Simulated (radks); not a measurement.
Dynamic dipole polarisability and lines of the strontium ion Sr10+, [Ar] 3d10. Method: scalar-relativistic Kohn-Sham, exchange-only LDA, spin-unpolarised, spherical densities, finite nucleus; Fermi nuclear charge, rms radius of each element as measured or else 0.836 A^(1/3) + 0.57 fm; computed with a radial shooting solver on a logarithmic mesh with Libxc functionals. Time-dependent linear response with the Hartree and adiabatic exchange-only LDA kernel, continuum included through the Sternheimer equations, no spin-orbit coupling, so fine structure and intercombination lines are absent. Lines are the poles of the dipole polarisability below minus the highest occupied eigenvalue, found on a grid refined at the orbital gaps; the lowest seven at most are given, and weak or close lines can be missed. The first line takes the name of the lowest orbital gap if no other gap lies below it; otherwise a line is named after a gap within 0.6 % of it, if that gap stands alone.

photon energy (eV)  alpha (bohr^3)
0                           0.1311
4.948                       0.1311
24.739                      0.1326
44.531                      0.1364
64.322                      0.1432
84.113                      0.1544
103.90                      0.1755
123.70                      0.2361
143.49                     -0.3316
163.28                      0.1348
183.07                      0.2293
202.86                      0.5508
222.65                     -0.1176
242.44                      0.9438
262.24                       13.06
282.03                   -0.001298

Lines (eV, oscillator strength): 140.67 (8.814 nm, 3d-4p), f = 0.533; 211.41 (5.865 nm, unassigned), f = 1.92; 214.32 (5.785 nm, unassigned), f = 0.115; 244.72 (5.066 nm, unassigned), f = 0.690; 246.38 (5.032 nm, unassigned), f = 0.0940; 262.29 (4.727 nm, unassigned), f = 0.493; 272.80 (4.545 nm, unassigned), f = 0.302. Higher lines, where found, are left out when the end of the mesh affects them. Those listed give 55 % of the static polarisability (sum of f/w^2). Orbital energy gaps for comparison: 3d-4p 139.01 eV; 3d-4f 208.57 eV; 3d-5p 213.81 eV; 3d-5f 242.97 eV; 3p-4s 243.40 eV.
